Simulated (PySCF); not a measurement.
C5H4O2.
SMILES: `C#C/C=C/C(=O)O`

Computed with PySCF at PBE0/def2-SVPD, non-relativistic, on one gas-phase PBE0-D3(BJ)/def2-SVP geometry that isn't relaxed in the solvent. The solvent is an IEF-PCM continuum (Bondi radii, 1.10 Å for H, scaled by 1.2), and excitations are vertical TDDFT with non-equilibrium linear response and a frozen core. Only the electrostatic response of the medium enters.

Gas-phase singlets (H = HOMO, L = LUMO):

```csv
state,E (eV),λ (nm),f,leading configurations
S1,4.401,282,0.000,H-1→L 98%
S2,4.739,262,0.000,H-2→L 97%
S3,4.944,251,0.448,H→L 92%
S4,6.363,195,0.018,H-3→L 95%
S5,6.398,194,0.000,"H→L+1 60%, H→L+2 34%"
```

How does the list change in methanol (ε = 32.61)?

| state | E (eV) | λ (nm) | f | leading configurations | change by rank (eV) |
| --- | --- | --- | --- | --- | --- |
| S1 | 4.477 | 277 | 0.000 | H-1→L 98% | +0.076 |
| S2 | 4.824 | 257 | 0.508 | H→L 89% | +0.085 |
| S3 | 4.830 | 257 | 0.033 | H-2→L 90% | -0.114 |
| S4 | 6.447 | 192 | 0.025 | H-3→L 96% | +0.084 |
| S5 | 6.462 | 192 | 0.000 | H→L+1 72%, H→L+2 24% | +0.064 |

How does the list change in acetonitrile (ε = 35.69)?

| state | E (eV) | λ (nm) | f | leading configurations | change by rank (eV) |
| --- | --- | --- | --- | --- | --- |
| S1 | 4.477 | 277 | 0.000 | H-1→L 98% | +0.076 |
| S2 | 4.820 | 257 | 0.535 | H→L 93% | +0.081 |
| S3 | 4.830 | 257 | 0.009 | H-2→L 95% | -0.114 |
| S4 | 6.446 | 192 | 0.025 | H-3→L 96% | +0.083 |
| S5 | 6.462 | 192 | 0.000 | H→L+1 72%, H→L+2 24% | +0.064 |

The ground-state energy changes by -0.329 eV from gas to acetonitrile. By how much does the total energy of gas-phase S3 change?

E(S3) = E(S0) + excitation energy, so it changes by -0.329 − 0.124 = -0.453 eV: it is lowered more than the ground state, which is what a red shift means. This is the vertical state, with the slow part of the continuum still set for S0.

How do the frontier levels move from gas to acetonitrile?

```json
{"orbital": "LUMO+2", "gas (eV)": "0.74", "solvent (eV)": "0.94", "change (eV)": "+0.20"}
{"orbital": "LUMO+1", "gas (eV)": "0.37", "solvent (eV)": "0.50", "change (eV)": "+0.13"}
{"orbital": "LUMO", "gas (eV)": "-2.32", "solvent (eV)": "-2.28", "change (eV)": "+0.04"}
{"orbital": "HOMO", "gas (eV)": "-7.69", "solvent (eV)": "-7.66", "change (eV)": "+0.03"}
{"orbital": "HOMO-1", "gas (eV)": "-8.32", "solvent (eV)": "-8.35", "change (eV)": "-0.03"}
{"orbital": "HOMO-2", "gas (eV)": "-8.67", "solvent (eV)": "-8.73", "change (eV)": "-0.06"}
{"orbital": "HOMO-3", "gas (eV)": "-9.59", "solvent (eV)": "-9.65", "change (eV)": "-0.06"}
```

The HOMO–LUMO gap goes from 5.37 to 5.38 eV. Rows go by rank; for HOMO-2, HOMO-1 and LUMO+1 the atom shares or the degeneracy differ between the runs, so the row needn't follow one orbital.

Shape of the structure used: `[CH:1]#[C:2]/[CH:3]=[CH:4]/[C:5](=[O:6])[OH:7]`: C3–C4–C5–O6 0°, H–O7–C5–C4 180°.
